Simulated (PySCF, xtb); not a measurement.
Bonds broken one at a time in the series B Br-I. All species are isolated molecules in the gas phase. Strings in code marks are SMILES.

Quantity: homolytic bond dissociation enthalpy at 298 K (no spin–orbit term), in kcal/mol. Enthalpy corrections at 298 K come from GFN2-xTB frequencies (xtb).

Level 1: B3LYP/6-31G* (LANL2DZ on I) // PBE-D3(BJ)/def2-TZVP (PySCF)
Level 2: BP86/6-31G* (LANL2DZ on I) // PBE-D3(BJ)/def2-TZVP (PySCF)
Level 3: M06-2X/6-31G* (LANL2DZ on I) // PBE-D3(BJ)/def2-TZVP (PySCF)
Level 4: PBE/6-31G* (LANL2DZ on I) // PBE-D3(BJ)/def2-TZVP (PySCF)

```csv
species,level 2,level 3,level 4
"Br–B bond of `BrB(Br)I`, giving `Br[B]I` and `[Br]`",99.6,96.7,101.6
"I–B bond of `IB(I)I`, giving `I[B]I` and `[I]`",80.1,83.1,82.6
"B–I bond of `BrB(I)I`, giving `Br[B]I` and `[I]`",80.0,82.6,82.4
"Br–B bond of `BrB(I)I`, giving `I[B]I` and `[Br]`",99.4,96.7,101.5
"B–I bond of `BrB(Br)I`, giving `Br[B]Br` and `[I]`",80.3,82.4,82.6
```

Q: What does level 1 give for each?

A: 
- Br–B bond of `BrB(Br)I`, giving `Br[B]I` and `[Br]`: 95.3
- I–B bond of `IB(I)I`, giving `I[B]I` and `[I]`: 74.8
- B–I bond of `BrB(I)I`, giving `Br[B]I` and `[I]`: 74.9
- Br–B bond of `BrB(I)I`, giving `I[B]I` and `[Br]`: 94.9
- B–I bond of `BrB(Br)I`, giving `Br[B]Br` and `[I]`: 75.3
